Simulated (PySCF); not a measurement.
**Working out the ionisation energy of Xe²⁺**

Xe²⁺ [Kr] 4d10 5s2 5p4 (3P) → Xe³⁺ [Kr] 4d10 5s2 5p3 (4S). Computed with PySCF 2.14 in aug-cc-pVTZ-PP with ECP28MDF, with scalar relativity through the core potential. Frozen: 4s2 4p6 4d10. Energies in hartree (1 hartree = 27.21139 eV):

```json
{"part": "UHF", "Xe²⁺ (lower)": "-327.139535", "Xe³⁺ (upper)": "-326.060345"}
{"part": "MP2 opposite-spin", "Xe²⁺ (lower)": "-0.071542", "Xe³⁺ (upper)": "-0.050828"}
{"part": "MP2 same-spin", "Xe²⁺ (lower)": "-0.020315", "Xe³⁺ (upper)": "-0.017731"}
```

What does Hartree-Fock give?

(-326.060345) − (-327.139535) = 1.079190 hartree = 29.366 eV.

What do MP2 and SCS-MP2 (6/5 opposite-spin, 1/3 same-spin) give?

The opposite-spin parts differ by 0.564 eV and the same-spin parts by 0.070 eV. MP2: 29.366 + (0.564) + (0.070) = 30.000 eV. SCS-MP2: 29.366 + 1.2 × (0.564) + (0.070)/3 = 30.066 eV.

Reference: 31.05 ± 0.04 eV (semi-empirical (NIST evaluation); NIST Atomic Spectra Database, ionization energies), between the lowest levels; spin-orbit coupling is absent from the calculation.

What remains against the reference includes basis incompleteness, the frozen core and correlation beyond second order.
